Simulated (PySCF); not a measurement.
Al(Me)2(OH) anion (C₂H₇AlO), SMILES [CH3][Al]([CH3])[OH] (connectivity only; charge and spin as stated), charge -1, multiplicity 2.

Coordinates come from a r2SCAN-D4/def2-SVPD optimisation. The multiplicity is an assumed one; no other spin state was optimised. The isomer is the one that the SMILES or the coordinates give; other isomers of the formula were not compared. Other conformers were not sampled.

Calculation: IEF-PCM-ωB97X/def2-SVPD run with PySCF.

The values are the electrostatic part of the solvation free energy, E(continuum) − E(gas) at the gas-phase geometry, in a cavity of scaled van der Waals radii (PySCF's table); cavitation and dispersion terms are not included. A continuum can't describe solvent molecules that bind to the metal.

```json
[
 {"solvent": "water", "ε": "78.36", "ΔG(elec) (kcal/mol)": "-52.8"},
 {"solvent": "2-propanol", "ε": "19.26", "ΔG(elec) (kcal/mol)": "-50.4"},
 {"solvent": "chlorobenzene", "ε": "5.70", "ΔG(elec) (kcal/mol)": "?"}
]
```

Problem. Some entries are withheld; supply them. (An estimate is asked for; the answer gives what the named calculation found.)

Solution. 
- chlorobenzene, ΔG(elec) (kcal/mol): -43.2
